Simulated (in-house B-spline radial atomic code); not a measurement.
# RPA and G0W0 on LC-wPBE: Se⁴⁺

Configuration [Ar] 3d10 4s2, mean-field start LC-wPBE. Computed with a B-spline radial code for spherical atoms: all electrons, scalar-relativistic (spin-free one-electron X2C), finite nucleus, each spin shell either full or empty, empty states to l = 9 with an (l + 1/2)⁻⁴ tail; G0W0 by contour deformation at full frequency.

Command:
```bash
python run_gw.py task.json out
```
Settings (radii: box in bohr, nucleus in fm):
```
Z                        34
electrons                30
configuration            [Ar] 3d10 4s2
hamiltonian              x2c
method                   lc_wpbe
lmax                     9
rms_radius               4.14
spin_polarised           False
box_radius               11.96
intervals                68
ion_configuration        [Ar] 3d10 4s1
```

Run time, properties included: 8.2 s on 1 thread of Arm Neoverse N1, on a shared host.

Energies (hartree):

| term | value |
| --- | --- |
| mean-field total | -2425.73389 |
| Hartree-Fock functional on these orbitals | -2424.36353 |
| direct second order | -2.5769 |
| second-order exchange | 0.74557 |
| SOSEX correction | 0.68773 |

Task: What is the RPA correlation energy, and what remains with SOSEX?

Result: RPA gives -2.2489 hartree (-2.04 eV per electron); RPA + SOSEX gives -1.5611, and the second-order doubles -1.8313 hartree (no singles). SOSEX takes back 31 % of the RPA value.

Quasi-particle levels (eV):

```csv
level,occupied,mean field,Σx - vxc,Σc,QP weight,G0W0
4s,yes,-66.25,0.32,?,?,?
4p,no,-43.85,2.41,-1.43,0.972,-42.86
```

G0W0 = mean field + (Σx - vxc) + Σc, with Σc (partial-wave tail included) taken at the quasi-particle energy. Only the outer levels were computed. Levels of low weight are left out.

Task: Where does G0W0 put 4s?

Result: At -68.02 eV, with Σc = -2.09 eV and a quasi-particle weight of 0.972. The tabulated removal energy is 68.3 ± 0.1 eV (NIST, semi-empirical); the calculation leaves out spin-orbit coupling, Breit and QED terms, and what these don't explain is the method's own error.

Task: What does it cost to remove one electron (to [Ar] 3d10 4s1) by differences of total energies, each species on its own start (correlation terms add to the Hartree-Fock functional)?

Result: LC-wPBE 67.84 eV, Hartree-Fock functional 65.50 eV, + RPA 67.68 eV, + RPA + SOSEX 67.20 eV, + second order 67.90 eV. Tabulated: 68.3 ± 0.1 eV (NIST, semi-empirical); the calculation leaves out spin-orbit coupling, Breit and QED terms, and what these don't explain is the method's own error.
